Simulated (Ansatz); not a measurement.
`BC(O)=[Se]` and `OC=[Se]` differ in one atom or group.

Ansatz, PBE0-D4/def2-TZVP geometries, multiplicity 1. Each molecule was computed in one conformer, which needn't be the lowest.

Scalar relativity is left out up to krypton.

```
                                                                                  property  `BC(O)=[Se]`
                                                      HOMO–LUMO gap (PBE0/def2-TZVPP) / eV          5.36
                                            zero-point energy (PBE0-D4/def2-TZVP) / kJ/mol         110.5
                                                     LUMO energy (ωB97M-V/def2-TZVPP) / eV          0.15
                                                       HOMO–LUMO gap (PBE/def2-TZVPP) / eV          3.42
ideal-gas entropy at 298 K and 1 bar (rigid rotor, harmonic PBE0-D4/def2-TZVP) / J/(mol·K)           300
                                                         LUMO energy (PBE/def2-TZVPP) / eV         -2.85
```

Give the same properties after the change, and the shifts. (Best estimate.)

Computed: 
```
                                                                                  property  `OC=[Se]`  shift
                                                      HOMO–LUMO gap (PBE0/def2-TZVPP) / eV       4.47  -0.89
                                            zero-point energy (PBE0-D4/def2-TZVP) / kJ/mol       80.7  -29.8
                                                     LUMO energy (ωB97M-V/def2-TZVPP) / eV       0.25   0.10
                                                       HOMO–LUMO gap (PBE/def2-TZVPP) / eV       2.47  -0.95
ideal-gas entropy at 298 K and 1 bar (rigid rotor, harmonic PBE0-D4/def2-TZVP) / J/(mol·K)        273    -27
                                                         LUMO energy (PBE/def2-TZVPP) / eV      -2.75   0.10
```

With PBE0 the HOMO rises by 0.99 eV and the LUMO rises by 0.10 eV, so the gap narrows by about 0.89 eV. PBE moves the HOMO by 1.05 eV and ωB97M-V by 0.89 eV. The zero-point energy changes by -29.8 kJ/mol with -6 modes.

Spin–orbit coupling is left out; it splits and shifts lone-pair levels of the heavy atoms by tenths of an eV.
